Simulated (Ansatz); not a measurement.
Input for Ansatz (a first-principles code): R-r2SCAN/def2-TZVPPD on C2H5Cl (a complex), monomers drawn apart or pushed together. Files ending in .json are basis or fitting sets from the Basis Set Exchange.

Ansatz 0.2 input:
```yaml
crystal:
  periodic: [false, false, false]
  atoms:
    - {symbol: Cl, position_ang: [-0.44736345, 0.01661880, 0.25716943]}
    - {symbol: H, position_ang: [-0.30982662, 0.03203966, 1.54328828]}
    - {symbol: C, position_ang: [0.41191965, 0.56818831, 4.14978233]}
    - {symbol: C, position_ang: [-0.44679657, -0.43805176, 4.25990567]}
    - {symbol: H, position_ang: [1.47567331, 0.39855657, 4.03516936]}
    - {symbol: H, position_ang: [0.08498766, 1.60067474, 4.17393822]}
    - {symbol: H, position_ang: [-1.51008466, -0.26828025, 4.37854273]}
    - {symbol: H, position_ang: [-0.11943026, -1.47046324, 4.23973076]}
basis:
  gaussian:
    orbitals: def2-TZVPPD.json
hamiltonian:
  xc: {name: r2SCAN}
scf: {lower_state_search: off}
```

The head of its log:

```
WARN ansatz: RAYON_NUM_THREADS=1 ignored (pool sized by the plan → 1); use --threads N
Functional definition: r2SCAN
these checks for a lower state are left out or cut short: stability, starts, cluster_reference, orbital_swaps, neighbouring_geometries, increment
integrals: 0.10 GiB planned
967 factors; their error is unknown
mean field: 0.82 GiB planned
mean field evaluation 1: about -14670.0513 eV, gradient 5.2e1 eV
mean field evaluation 2: about -14665.5022 eV, gradient 6.5e1 eV
```

Problem. Predict the final total energy.

Solution. -539.3538 hartree.
